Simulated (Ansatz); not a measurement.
Consider the ligand exchange at a Ga–F bond: `[F][GaH][SeH]` + CH₃OH → `C[O][GaH][SeH]` + H–F.

Isolated molecules relaxed with PBE0-D4/def2-TZVP in Ansatz; ΔE leaves out vibrations. CBS: MP2 limit from def2 TZ/QZ plus the TZ coupled-cluster correction, frozen cores. This one scheme is used for every species. DFT in def2-TZVPP. B3LYP here is the variant with VWN-RPA as its local correlation; programs differ in this. For Ga, Se outer-core shells are correlated without core-valence functions, which leaves a few kJ/mol of doubt a bond. Scalar relativity is left out up to krypton. Each species was taken in one conformer, which may not be the lowest.

`[F][GaH][SeH]`:

Cartesian coordinates in Å:
```
F 0.429 -2.016 0.832
Ga 0.125 -0.314 0.537
Se -0.261 0.122 -1.695
H 0.150 0.654 1.747
H -0.443 1.554 -1.420
```

CH₃OH:

Z-matrix (Å, degrees):
```
C
O 1 1.409
H 1 1.097 2 112.4
H 1 1.090 2 107.0 3 -118.5
H 1 1.097 2 112.4 3 123.0
H 2 0.959 1 108.5 3 -61.6
```

`C[O][GaH][SeH]`:

Z-matrix (Å, degrees):
```
C
O 1 1.405
H 1 1.096 2 109.9
H 1 1.095 2 109.9 3 118.7
H 1 1.099 2 113.3 3 -120.6
Ga 2 1.781 1 123.0 3 120.2
Se 6 2.312 2 113.3 1 -179.9
H 6 1.557 2 120.8 1 0.1
H 7 1.469 6 90.5 2 0.0
```

H–F:

Z-matrix (Å, degrees):
```
F
H 1 0.920
```

CCSD(T)/CBS gives +26.6 kJ/mol.

(1) Another level gave +33.4 kJ/mol. Which?
A. LDA (SPW92)/def2-TZVPP
B. HF/def2-TZVPP
C. B3LYP/def2-TZVPP
D. PBE-D4/def2-TZVPP

(2) What do rigid-rotor, harmonic-oscillator terms from PBE0-D4/def2-TZVP frequencies (298.15 K, 1 bar) make of the CCSD(T)/CBS value? (Best estimate.)

Largest T1 diagnostic among the species: 0.013.

Answers

(1) D. PBE-D4 33.4, B3LYP 42.8, LDA (SPW92) 27.7, HF/def2-TZVPP 48.2 kJ/mol.

(2) The calculation gave: ΔZPE = -6.3 kJ/mol, ΔH = +23.5 kJ/mol, ΔS = -16 J/(mol·K), ΔG = +28.3 kJ/mol.

The D4 term adds −7.6 kJ/mol with B3LYP and −4.3 kJ/mol with PBE0; it sums over pairs of atoms, weighted by their polarisabilities, and B3LYP, whose exchange is more repulsive, gets the larger term. In def2-TZVPP, CCSD(T) changes the Hartree–Fock value by −20.1 kJ/mol (the triples alone add −2.9 kJ/mol) and MP2 by −23.3 kJ/mol.
